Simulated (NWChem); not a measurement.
All runs are NWChem calculations. System: H2BrGa, charge 0, spin multiplicity 1, at a geometry optimised with PBE0/def2-SVP. The structure started from a generated list of species. Level: G0W0@PBE/def2-TZVP, RI basis def2-tzvp-rifit.

The NWChem input:

```
start mol
memory heap 200 mb stack 700 mb global 1700 mb
geometry units angstroms nocenter noautoz
  Ga     0.000000     0.000000     1.162651
  H     -1.408238     0.000000     1.831603
  H      1.408238     0.000000     1.831603
  Br     0.000000     0.000000    -1.134439
  symmetry group C2v
end
basis spherical
  * library def2-tzvp
end
basis "ri basis" bse spherical
  * library def2-tzvp-rifit
end
dft
  xc xpbe96 cpbe96
  iterations 100
  direct
  tolerances tight
end
task dft energy
gw
  states alpha occ 4 vir 2
end
task dft gw
```

Part of the output:

```
             Northwest Computational Chemistry Package (NWChem) 7.3.0
             --------------------------------------------------------

                                NWChem Input Module
                                -------------------

 Scaling coordinates for geometry "geometry" by  1.889725989
 (inverse scale =  0.529177249)

 Turning off AUTOSYM since
 SYMMETRY directive was detected!

                             Geometry "geometry" -> ""
                             -------------------------

 Output coordinates in angstroms (scale by  1.889725989 to convert to a.u.)

  No.       Tag          Charge          X              Y              Z
 ---- ---------------- ---------- -------------- -------------- --------------
    1 Ga                  31.0000     0.00000000     0.00000000     1.16265100
    2 H                    1.0000    -1.40823800     0.00000000     1.83160300
    3 H                    1.0000     1.40823800     0.00000000     1.83160300
    4 Br                  35.0000     0.00000000     0.00000000    -1.13443900

 Effective nuclear repulsion energy (a.u.)     282.4638013333

            Nuclear Dipole moment (a.u.)
            ----------------------------
        X                 Y               Z
 ---------------- ---------------- ----------------
     0.0000000000     0.0000000000     0.0000415740

      Symmetry information
      --------------------

 Group name             C2v
 Group number             16
 Group order               4
 No. of unique centers     3

      Symmetry unique atoms

     1    2    4


 Summary of "ao basis" -> "" (spherical)
 ------------------------------------------------------------------------------
       Tag                 Description            Shells   Functions and Types
 ---------------- ------------------------------  ------  ---------------------
 *                         def2-tzvp                  on all atoms

 new library libraries.bse/

 Summary of "ri basis" -> "" (spherical)
 ------------------------------------------------------------------------------
       Tag                 Description            Shells   Functions and Types
 ---------------- ------------------------------  ------  ---------------------
 *                      def2-tzvp-rifit               on all atoms

  pbe96 is a nonlocal functional; adding pw91lda local functional.

                                 NWChem DFT Module
                                 -----------------

 Summary of "ao basis" -> "ao basis" (spherical)
 ------------------------------------------------------------------------------
       Tag                 Description            Shells   Functions and Types
 ---------------- ------------------------------  ------  ---------------------
 Ga                        def2-tzvp                16       48   6s5p4d1f
 H                         def2-tzvp                 4        6   3s1p
 Br                        def2-tzvp                16       48   6s5p4d1f

 Summary of "ao basis" -> "ao basis" (spherical)
 ------------------------------------------------------------------------------
       Tag                 Description            Shells   Functions and Types
 ---------------- ------------------------------  ------  ---------------------
 Ga                        def2-tzvp                16       48   6s5p4d1f
 H                         def2-tzvp                 4        6   3s1p
 Br                        def2-tzvp                16       48   6s5p4d1f

      Symmetry analysis of basis
[...]
    76      0.467187  4 Br px                70     -0.326970  4 Br px
    73      0.299245  4 Br px                79      0.296592  4 Br px
    51      0.120490  2 H  s                 57     -0.120490  3 H  s
    50      0.115636  2 H  s                 56     -0.115636  3 H  s
    16     -0.113377  1 Ga px                67      0.099737  4 Br px

 Vector   35  Occ=0.000000D+00  E=-9.882046D-02  Symmetry=b2
              MO Center=  2.0D-15,  5.1D-13,  1.1D+00, r^2= 3.8D+00
   Bfn.  Coefficient  Atom+Function         Bfn.  Coefficient  Atom+Function
  ----- ------------  ---------------      ----- ------------  ---------------
    20      0.627262  1 Ga py                17      0.503877  1 Ga py
    80     -0.202269  4 Br py                11     -0.195117  1 Ga py
    77     -0.148897  4 Br py                74     -0.116427  4 Br py
    71      0.114291  4 Br py                 8      0.073765  1 Ga py
    98      0.054055  4 Br d -1              14     -0.036366  1 Ga py

 Vector   36  Occ=0.000000D+00  E=-3.979112D-02  Symmetry=a1
              MO Center=  6.5D-15,  1.3D-14,  6.6D-01, r^2= 4.9D+00
   Bfn.  Coefficient  Atom+Function         Bfn.  Coefficient  Atom+Function
  ----- ------------  ---------------      ----- ------------  ---------------
     6      1.128870  1 Ga s                 51     -0.560216  2 H  s
    57     -0.560216  3 H  s                  5      0.551817  1 Ga s
    81     -0.435973  4 Br pz                66     -0.411329  4 Br s
    21     -0.322722  1 Ga pz                78     -0.221580  4 Br pz
     4     -0.198249  1 Ga s                 18     -0.183282  1 Ga pz

 Vector   37  Occ=0.000000D+00  E= 9.112501D-03  Symmetry=a1
              MO Center= -2.8D-15, -4.3D-14,  1.7D+00, r^2= 5.0D+00
   Bfn.  Coefficient  Atom+Function         Bfn.  Coefficient  Atom+Function
  ----- ------------  ---------------      ----- ------------  ---------------
    21      1.151520  1 Ga pz                 6      0.872952  1 Ga s
    51     -0.857042  2 H  s                 57     -0.857042  3 H  s
    66      0.409816  4 Br s                 18      0.269786  1 Ga pz
    81      0.209075  4 Br pz                 5      0.201448  1 Ga s
    26      0.100508  1 Ga d  2              12     -0.099483  1 Ga pz

 center of mass
 --------------
 x =   0.00000000 y =   0.00000000 z =  -0.08558115

 moments of inertia (a.u.)
 ------------------
         723.041052457912           0.000000000000           0.000000000000
           0.000000000000         737.315684189294           0.000000000000
           0.000000000000           0.000000000000          14.274631731383

     Multipole analysis of the density
     ---------------------------------

     L   x y z        total         alpha         beta         nuclear
     -   - - -        -----         -----         ----         -------
     0   0 0 0     -0.000000    -34.000000    -34.000000     68.000000

     1   1 0 0      0.000000      0.000000      0.000000      0.000000
     1   0 1 0      0.000000      0.000000      0.000000      0.000000
     1   0 0 1      0.666414      0.333186      0.333186      0.000042

     2   2 0 0    -28.381656    -21.272728    -21.272728     14.163800
     2   1 1 0     -0.000000     -0.000000     -0.000000      0.000000
     2   1 0 1      0.000000      0.000000      0.000000      0.000000
     2   0 2 0    -25.305693    -12.652847    -12.652847      0.000000
     2   0 1 1     -0.000000     -0.000000     -0.000000      0.000000
     2   0 0 2    -26.803747   -180.630051   -180.630051    334.456354

 Task  times  cpu:       13.9s     wall:       13.9s

                                NWChem Input Module
                                -------------------

                                 NWChem GW Module
                                 ----------------

                             ***********************
                             ***        GW       ***
                             ***********************

 Summary of "ri basis" -> "ri basis" (spherical)
 ------------------------------------------------------------------------------
       Tag                 Description            Shells   Functions and Types
 ---------------- ------------------------------  ------  ---------------------
 Ga                     def2-tzvp-rifit             37      159   10s9p8d5f4g1h
 H                      def2-tzvp-rifit              7       15   4s2p1d
 Br                     def2-tzvp-rifit             37      159   10s9p8d5f4g1h

                 Memory Information
                 ------------------
          Available GA per process is          1699.9 MBs
          Available stack per process is        700.0 MBs
          Available heap per process is           0.0 MBs

          Peak memory in Initialization
              Peak GA per process is                 11.2 MBs
              Peak stack per process is               0.1 MBs
              Peak heap per process is               12.0 MBs
              Memory not in MA per process            0.0 MBs

          Peak memory in AFF Calculation
              Peak GA per process is                 65.1 MBs
              Peak stack per process is              48.3 MBs
              Peak heap per process is                0.0 MBs
              Memory not in MA per process           48.3 MBs

          Computing 2-center integrals
          Computing Inverse Cholesky factor
          Computing 3-center integrals
          Computing V_xc ...

          Computing Sigma_x
          Computing RPA polarizability
          Solving quasiparticle equations

                  Alpha Orbitals
          State     Energy (eV)     Error (eV)
          -----------------------------------
@GW        31        -11.318           0.002
@GW        32        -11.083           0.002
@GW        33        -10.115           0.002
@GW        34         -9.756           0.002
@GW        35         -0.088           0.002
@GW        36          1.867           0.002

   Applying  -2.9360 eV scissor-shift to rest of particle states

   Applying   2.6007 eV scissor-shift to rest of hole states

     GW Timing Statistics
   ------------------------
   Init.   :          0.1s
     ERIs  :          0.8s
     Distr.:          0.0s
     Vxc   :          0.1s
   Sigma_x :          0.0s
   RPA     :          2.5s
   Wmn     :          0.0s
   Sigma_c :          0.0s
   GW total:          3.7s

 Task  times  cpu:        3.7s     wall:        3.7s

 Total times  cpu:       17.6s     wall:       17.6s
```
